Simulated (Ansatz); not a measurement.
Geometry optimisation, RKS PBE-D4/def2-SVP (Ansatz).

Input:

```yaml
crystal:
  periodic: [false, false, false]
  atoms:
    - { symbol: Al, position_ang: [0.0, 0.0, 0.0] }
    - { symbol: F, position_ang: [0.0, 0.0, 2.04] }
    - { symbol: F, position_ang: [1.4635, 0.0, -0.845] }
    - { symbol: Cl, position_ang: [-1.9312, 0.0, -1.115] }
    - { symbol: P, position_ang: [-0.3304, -2.426, 0.8135] }
    - { symbol: H, position_ang: [-0.8976, -3.2031, -0.2309] }
    - { symbol: H, position_ang: [0.9248, -2.9767, 1.1843] }
    - { symbol: H, position_ang: [-0.1618, -1.1882, 1.9406] }
basis:
  gaussian: { orbitals: def2-SVP }
hamiltonian:
  xc: pbe
  dispersion: d4
relax:
  f_tol: 0.15
  max_steps: 25
  restrain:
    - { distance: [0, 4], at: 3.48, k: 30.0 }
    - { distance: [7, 1], at: 2.12, k: 30.0 }
    - { distance: [0, 1], at: 1.69, k: 30.0 }
    - { distance: [7, 4], at: 1.42, k: 30.0 }
output:
  orbitals: {}
```

Run as:

```bash
$ ansatz run input.yaml --threads 2 --pin off --max-ram 3072MiB --backend cpu --events-out ev --progress --plain --runs-dir out
```

Q: Where does it end, and by what steps?

A: The forces met the threshold. The restraints hold the end off the free minimum. After 10 steps the energy has fallen by 2.138 eV (the restraints' own energy left out); P5 moved furthest, 0.84 Å. Parted: Al1–P5 (2.58 → 3.47 Å).

| step | energy less start (eV) | largest force component (eV/Å) | accepted |
| --- | --- | --- | --- |
| 0 | 0.0000 | 2.932 | yes |
| 1 | 0.2871 | 2.816 | yes |
| 2 | -0.1789 | 2.154 | yes |
| 3 | -1.0332 | 1.768 | yes |
| 4 | -1.8929 | 0.955 | yes |
| 5 | -2.0550 | 0.878 | yes |
| 6 | -2.1215 | 0.326 | yes |
| 7 | -2.1236 | 0.398 | yes |
| 8 | -2.1320 | 0.355 | yes |
| 9 | -2.1231 | 0.316 | no |
| 10 | -2.1377 | 0.336 | yes |

```xyz
8
Properties=species:S:1:pos:R:3
Al -0.047 0.118 0.000
F -0.181 0.413 1.651
F 1.468 -0.066 -0.666
Cl -1.737 0.228 -1.219
P -0.257 -3.071 1.355
H -0.949 -2.766 0.121
H 1.046 -2.944 0.751
H -0.276 -1.707 1.795
```

The run took 23 s on 2 threads of Arm Neoverse V1 (shared host), peak memory 0.15 GiB.
